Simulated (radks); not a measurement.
Problem. Species: Ca11+. Configuration: [He] 2s2 2p5 (the NIST ground configuration). Method: Dirac Kohn-Sham, PBE, spin-unpolarised, spherical densities, point nucleus; open shells are shared between the two j in proportion to 2j + 1; computed with a radial shooting solver on a logarithmic mesh with Libxc functionals. Some entries of the table are withheld. Estimate them.

orbital,occ.,eigenvalue (hartree),<1/r> (bohr^-1),r(max) (bohr)
1s1/2,2,-157.3063,19.76,0.05025
2s1/2,2,-25.80940,4.199,(1)
2p1/2,1.66667,-23.20790,(2),0.2385
2p3/2,3.33333,-23.05901,(3),0.2404

Solution. 
(1) 2s1/2 r(max) (bohr): 0.2943
(2) 2p1/2 <1/r> (bohr^-1): 4.132
(3) 2p3/2 <1/r> (bohr^-1): 4.090
